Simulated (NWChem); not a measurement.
All runs are NWChem calculations. System: selenium dioxide (O$_{2}$Se), charge 0, spin multiplicity 1, at a geometry optimised with PBE0/def2-SVP. Level: B3LYP/aug-pcseg-1, VWN1-RPA local correlation.

Input file:

```
start mol
memory heap 200 mb stack 900 mb global 1100 mb
geometry units angstroms nocenter noautoz
  O      1.352331     0.000000    -0.585188
  Se     0.000000     0.000000     0.275383
  O     -1.352331     0.000000    -0.585188
  symmetry group C2v
end
basis spherical
  * library aug-pcseg-1
end
dft
  xc b3lyp
  semidirect memsize 60000000 filesize 0
  iterations 100
end
task dft energy
```

Part of the output:

```
             Northwest Computational Chemistry Package (NWChem) 7.3.0
             --------------------------------------------------------

                                NWChem Input Module
                                -------------------

 Scaling coordinates for geometry "geometry" by  1.889725989
 (inverse scale =  0.529177249)

 Turning off AUTOSYM since
 SYMMETRY directive was detected!

                             Geometry "geometry" -> ""
                             -------------------------

 Output coordinates in angstroms (scale by  1.889725989 to convert to a.u.)

  No.       Tag          Charge          X              Y              Z
 ---- ---------------- ---------- -------------- -------------- --------------
    1 O                    8.0000     1.35233100     0.00000000    -0.58518800
    2 Se                  34.0000     0.00000000     0.00000000     0.27538300
    3 O                    8.0000    -1.35233100     0.00000000    -0.58518800

 Effective nuclear repulsion energy (a.u.)     192.1133326348

            Nuclear Dipole moment (a.u.)
            ----------------------------
        X                 Y               Z
 ---------------- ---------------- ----------------
     0.0000000000     0.0000000000     0.0000264562

      Symmetry information
      --------------------

 Group name             C2v
 Group number             16
 Group order               4
 No. of unique centers     2

      Symmetry unique atoms

     1    2


 Summary of "ao basis" -> "" (spherical)
 ------------------------------------------------------------------------------
       Tag                 Description            Shells   Functions and Types
 ---------------- ------------------------------  ------  ---------------------
 *                        aug-pcseg-1                 on all atoms

                                 NWChem DFT Module
                                 -----------------

 Summary of "ao basis" -> "ao basis" (spherical)
 ------------------------------------------------------------------------------
       Tag                 Description            Shells   Functions and Types
 ---------------- ------------------------------  ------  ---------------------
 O                        aug-pcseg-1                9       23   4s3p2d
 Se                       aug-pcseg-1               14       36   6s5p3d

 Summary of "ao basis" -> "ao basis" (spherical)
 ------------------------------------------------------------------------------
       Tag                 Description            Shells   Functions and Types
 ---------------- ------------------------------  ------  ---------------------
 O                        aug-pcseg-1                9       23   4s3p2d
 Se                       aug-pcseg-1               14       36   6s5p3d

      Symmetry analysis of basis
      --------------------------

        a1         33
        a2         10
        b1         24
        b2         15

            General Information
            -------------------
          SCF calculation type: DFT
          Wavefunction type:  closed shell.
          No. of atoms     :     3
          No. of electrons :    50
           Alpha electrons :    25
            Beta electrons :    25
          Charge           :     0
          Spin multiplicity:     1
          Use of symmetry is: on ; symmetry adaption is: on
          Maximum number of iterations: 100
          AO basis - number of functions:    82
                     number of shells:    32
          Convergence on energy requested:  1.00D-06
          Convergence on density requested:  1.00D-05
          Convergence on gradient requested:  5.00D-04

              XC Information
              --------------
                         B3LYP Method XC Potential
                     Hartree-Fock (Exact) Exchange  0.200
                        Slater Exchange Functional  0.800 local
                    Becke 1988 Exchange Functional  0.720 non-local
              Lee-Yang-Parr Correlation Functional  0.810
                  VWN I RPA Correlation Functional  0.190 local

             Grid Information
             ----------------
          Grid used for XC integration:  medium
          Radial quadrature: Mura-Knowles
          Angular quadrature: Lebedev.
          Tag              B.-S. Rad. Rad. Pts. Rad. Cut. Ang. Pts.
          ---              ---------- --------- --------- ---------
          O                   0.60       49          11.0       434
          Se                  1.15      112          10.0       590
          Grid pruning is: on
          Number of quadrature shells:   161
          Spatial weights used:  Erf1

          Convergence Information
          -----------------------
          Convergence aids based upon iterative change in
          total energy or number of iterations.
          Levelshifting, if invoked, occurs when the
          HOMO/LUMO gap drops below (HL_TOL):  1.00D-02
          DIIS, if invoked, will attempt to extrapolate
          using up to (NFOCK): 10 stored Fock matrices.

                    Damping( 0%)  Levelshifting(0.5)       DIIS
                  --------------- ------------------- ---------------
          dE  on:    start            ASAP                start
          dE off:    2 iters        100 iters           100 iters

      Screening Tolerance Information
      -------------------------------
          Density screening/tol_rho:  1.00D-10
          AO Gaussian exp screening on grid/accAOfunc:  14
          CD Gaussian exp screening on grid/accCDfunc:  20
          XC Gaussian exp screening on grid/accXCfunc:  20
          Schwarz screening/accCoul:  1.00D-08

      Superposition of Atomic Density Guess
      -------------------------------------

 Sum of atomic energies:       -2548.97371843

      Non-variational initial energy
      ------------------------------

 Total energy =   -2549.508302
 1-e energy   =   -3931.974262
 2-e energy   =    1190.352628
 HOMO         =      -0.351322
 LUMO         =      -0.143947

      Symmetry analysis of molecular orbitals - initial
      -------------------------------------------------

  Numbering of irreducible representations:

     1 a1          2 a2          3 b1          4 b2

  Orbital symmetries:

     1 a1          2 a1          3 b1          4 a1          5 b2
     6 b1          7 a1          8 a1          9 b1         10 a1
    11 b2         12 b1         13 a1         14 a2         15 a1
    16 b2         17 a1         18 b1         19 a1         20 b1
    21 a1         22 b2         23 a2         24 b1         25 a1
    26 b2         27 a1         28 b1         29 b1         30 a1
    31 b2         32 a1         33 a1         34 b1         35 a2

------------------------------------------------------------
EAF file 0: "./mol.aoints.0" size=524288 bytes
------------------------------------------------------------
               write      read    awrite     aread      wait
               -----      ----    ------     -----      ----
     calls:        1         0         0         0         0
   data(b): 5.24e+05  0.00e+00  0.00e+00  0.00e+00
   time(s): 0.00e+00  0.00e+00  0.00e+00  0.00e+00  0.00e+00
rate(mb/s): 0.00e+00  0.00e+00
------------------------------------------------------------

   convergence    iter        energy       DeltaE   RMS-Dens  Diis-err    time
 ---------------- ----- ----------------- --------- --------- ---------  ------
 d= 0,ls=0.0,diis     1  -2551.4886815982 -2.74D+03  3.48D-02  1.32D+00     1.0
 d= 0,ls=0.0,diis     2  -2550.9380569523  5.51D-01  1.90D-02  6.47D+00     1.1
 d= 0,ls=0.0,diis     3  -2551.6526144372 -7.15D-01  2.32D-03  3.32D-02     1.1
 d= 0,ls=0.0,diis     4  -2551.6558373382 -3.22D-03  6.62D-04  4.18D-03     1.2
 d= 0,ls=0.0,diis     5  -2551.6562689690 -4.32D-04  7.27D-05  1.62D-05     1.2
  Resetting Diis
 d= 0,ls=0.0,diis     6  -2551.6562702758 -1.31D-06  9.85D-06  2.98D-07     1.2
 d= 0,ls=0.0,diis     7  -2551.6562703197 -4.38D-08  5.13D-06  3.38D-08     1.3

         Total DFT energy =    -2551.656270319676
      One electron energy =    -3929.396673616463
           Coulomb energy =     1289.934386258903
    Exchange-Corr. energy =     -104.307315596956
 Nuclear repulsion energy =      192.113332634840

 Numeric. integr. density =       50.000003330197

     Total iterative time =      0.8s

                  Occupations of the irreducible representations
                  ----------------------------------------------

                     irrep           alpha         beta
                     --------     --------     --------
                     a1               12.0         12.0
                     a2                2.0          2.0
                     b1                7.0          7.0
                     b2                4.0          4.0

                       DFT Final Molecular Orbital Analysis
                       ------------------------------------

 Vector   23  Occ=2.000000D+00  E=-3.576029D-01  Symmetry=a2
              MO Center=  3.1D-14, -5.7D-15, -5.3D-01, r^2= 2.4D+00
   Bfn.  Coefficient  Atom+Function         Bfn.  Coefficient  Atom+Function
  ----- ------------  ---------------      ----- ------------  ---------------
     6      0.457345  1 O  py                65     -0.457345  3 O  py
     9      0.316903  1 O  py                68     -0.316903  3 O  py
    50      0.109593  2 Se d -2              12      0.068983  1 O  py
    71     -0.068983  3 O  py                45     -0.060711  2 Se d -2
    55     -0.028840  2 Se d -2

 Vector   24  Occ=2.000000D+00  E=-3.476848D-01  Symmetry=b1
              MO Center=  1.8D-14,  7.7D-15, -4.9D-01, r^2= 2.5D+00
   Bfn.  Coefficient  Atom+Function         Bfn.  Coefficient  Atom+Function
  ----- ------------  ---------------      ----- ------------  ---------------
     5      0.363967  1 O  px                64      0.363967  3 O  px
     7      0.300682  1 O  pz                66     -0.300682  3 O  pz
    10      0.234728  1 O  pz                69     -0.234728  3 O  pz
     8      0.228093  1 O  px                67      0.228093  3 O  px
    53     -0.109999  2 Se d  1              39     -0.068675  2 Se px

 Vector   25  Occ=2.000000D+00  E=-3.328879D-01  Symmetry=a1
              MO Center= -7.5D-16,  4.4D-16, -3.2D-01, r^2= 2.6D+00
   Bfn.  Coefficient  Atom+Function         Bfn.  Coefficient  Atom+Function
  ----- ------------  ---------------      ----- ------------  ---------------
     7      0.431222  1 O  pz                66      0.431222  3 O  pz
    28     -0.396372  2 Se s                 10      0.290579  1 O  pz
    69      0.290579  3 O  pz                38     -0.211946  2 Se pz
    27     -0.186280  2 Se s                 26      0.162965  2 Se s
    35      0.132929  2 Se pz                41     -0.125346  2 Se pz

 Vector   26  Occ=0.000000D+00  E=-1.662608D-01  Symmetry=b2
              MO Center=  1.8D-14, -3.1D-12,  2.3D-02, r^2= 2.5D+00
   Bfn.  Coefficient  Atom+Function         Bfn.  Coefficient  Atom+Function
  ----- ------------  ---------------      ----- ------------  ---------------
    40      0.621851  2 Se py                37      0.440843  2 Se py
     6     -0.356159  1 O  py                65     -0.356159  3 O  py
     9     -0.296506  1 O  py                68     -0.296506  3 O  py
    34     -0.266743  2 Se py                43      0.139257  2 Se py
    12     -0.119777  1 O  py                71     -0.119777  3 O  py

 Vector   27  Occ=0.000000D+00  E=-2.124096D-02  Symmetry=a1
              MO Center= -8.7D-14, -2.2D-13, -7.1D-02, r^2= 5.5D+00
   Bfn.  Coefficient  Atom+Function         Bfn.  Coefficient  Atom+Function
  ----- ------------  ---------------      ----- ------------  ---------------
    29      0.766523  2 Se s                 41     -0.699480  2 Se pz
    44     -0.691639  2 Se pz                28      0.628527  2 Se s
     4     -0.432002  1 O  s                 63     -0.432002  3 O  s
     3     -0.287553  1 O  s                 62     -0.287553  3 O  s
     8      0.276324  1 O  px                67     -0.276324  3 O  px

 Vector   28  Occ=0.000000D+00  E=-8.001482D-03  Symmetry=b1
              MO Center=  6.5D-14, -1.4D-15,  6.4D-01, r^2= 6.7D+00
   Bfn.  Coefficient  Atom+Function         Bfn.  Coefficient  Atom+Function
  ----- ------------  ---------------      ----- ------------  ---------------
    42      0.965871  2 Se px                39      0.585058  2 Se px
     4     -0.296788  1 O  s                 63      0.296788  3 O  s
    36      0.238085  2 Se px                 3     -0.210376  1 O  s
    62      0.210376  3 O  s                 10     -0.207353  1 O  pz
    69      0.207353  3 O  pz                 7     -0.203193  1 O  pz

 center of mass
 --------------
 x =   0.00000000 y =   0.00000000 z =   0.05133237

 moments of inertia (a.u.)
 ------------------
          60.200106494952           0.000000000000           0.000000000000
           0.000000000000         269.117921589723           0.000000000000
           0.000000000000           0.000000000000         208.917815094772

     Multipole analysis of the density
     ---------------------------------

     L   x y z        total         alpha         beta         nuclear
     -   - - -        -----         -----         ----         -------
     0   0 0 0     -0.000000    -25.000000    -25.000000     50.000000

     1   1 0 0      0.000000      0.000000      0.000000      0.000000
     1   0 1 0     -0.000000     -0.000000     -0.000000      0.000000
     1   0 0 1      1.070051      0.535012      0.535012      0.000026

     2   2 0 0    -25.488845    -64.990497    -64.990497    104.492149
     2   1 1 0      0.000000      0.000000      0.000000      0.000000
     2   1 0 1     -0.000000     -0.000000     -0.000000      0.000000
     2   0 2 0    -19.532861     -9.766430     -9.766430      0.000000
     2   0 1 1     -0.000000     -0.000000     -0.000000      0.000000
     2   0 0 2    -21.596456    -25.185220    -25.185220     28.773983

 Task  times  cpu:        1.3s     wall:        1.3s

 Total times  cpu:        1.3s     wall:        1.3s
```
